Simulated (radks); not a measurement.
Neutral silver inside a hard spherical wall (all orbitals vanish at R), configuration held at [Kr] 4d10 5s1 and not refilled when levels cross. Calculated with a radial shooting solver on a logarithmic mesh with Libxc functionals: scalar-relativistic Kohn-Sham, LDA (Slater exchange, Perdew-Wang correlation), spin-polarised, spherical densities, point nucleus; open shells are filled with parallel spins first (spin-orbit coupling, left out, can overturn this in heavy ions). Eigenvalues in eV for spin up, with the zero of energy where the potential of the charges vanishes at infinity; a dash marks a level that is unbound or too diffuse for the functional's potential to be trusted. A positive occupied level is held by the wall or, in an anion where self-interaction has pushed it up, behind a barrier. The pressure on the wall is -dE/dV.

R (bohr),E (hartree),kinetic (hartree),e(4s),e(4p),e(4d),e(5s),"e(5p, empty)","e(6s, empty)",pressure (GPa)
free,-5311.14037,5516.248,-95.038,-58.637,-7.711,-4.982,-1.027,-,0
15,-5311.14037,5516.248,-95.037,-58.637,-7.711,-4.982,-1.020,0.449,< 0.0001
10,-5311.14019,5516.250,-95.021,-58.621,-7.696,-4.966,-0.887,1.927,0.00492
8,-5311.13850,5516.264,-94.926,-58.525,-7.605,-4.862,-0.515,4.300,0.0802
7,-5311.13431,5516.292,-94.760,-58.360,-7.449,-4.664,-0.014,6.866,0.342
4,-5310.86534,5517.577,-90.455,-54.160,-3.525,1.721,9.940,42.906,58.6
3,-5309.79120,5522.003,-81.637,-45.714,4.964,18.222,31.333,103.92,616
2,-5300.71355,5556.362,-47.812,-11.773,43.877,109.56,135.86,344.96,14800
